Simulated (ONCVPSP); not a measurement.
An all-electron radial function and its pseudo partner (chromium (Cr))

Columns: radius, all-electron u(r) and pseudo u(r) of the 3s shell (level -75.39 eV) of chromium in the configuration [Ne] 3s2 3p6 3d5 4p1; PBE, scalar-relativistic, ONCV scheme, ONCVPSP 4.0.1.

```csv
r (bohr),all-electron,pseudo
0.075,0.0761,0.1128
0.150,-0.5057,0.2310
0.225,-0.5948,0.3577
0.300,-0.3222,0.4929
0.375,0.0812,0.6324
0.450,0.4711,0.7686
0.525,0.7819,0.8921
0.600,0.9970,0.9935
0.675,1.1212,1.0651
0.750,1.1710,1.1028
0.825,1.1653,1.1063
0.900,1.1206,1.0786
0.975,1.0512,1.0255
1.050,0.9678,0.9543
1.125,0.8782,0.8723
1.200,0.7879,0.7858
1.275,0.7006,0.7000
1.350,0.6183,0.6182
1.425,0.5424,0.5423
1.500,0.4734,0.4733
1.575,0.4115,0.4114
1.650,0.3564,0.3563
1.725,0.3077,0.3076
1.800,0.2649,0.2649
1.875,0.2276,0.2276
1.950,0.1952,0.1952
```

Problem. How many radial nodes do the two functions have?

Solution. The all-electron 3s function has n − l − 1 = 2; the pseudo-wave has 0, since the states of the same l below it are removed with the core.

Problem. At about which radius was the pseudo-wave matched?

Solution. 1.50 bohr. The columns agree to 0.0005 from 1.35 bohr on; several derivatives are matched, so the curves merge somewhat inside the radius.

Problem. Is the pseudo-wave norm-conserving?

Solution. Yes: the ONCV scheme keeps the norm inside the radius equal to the all-electron one, which fixes the energy derivative of the logarithmic derivative at the level.
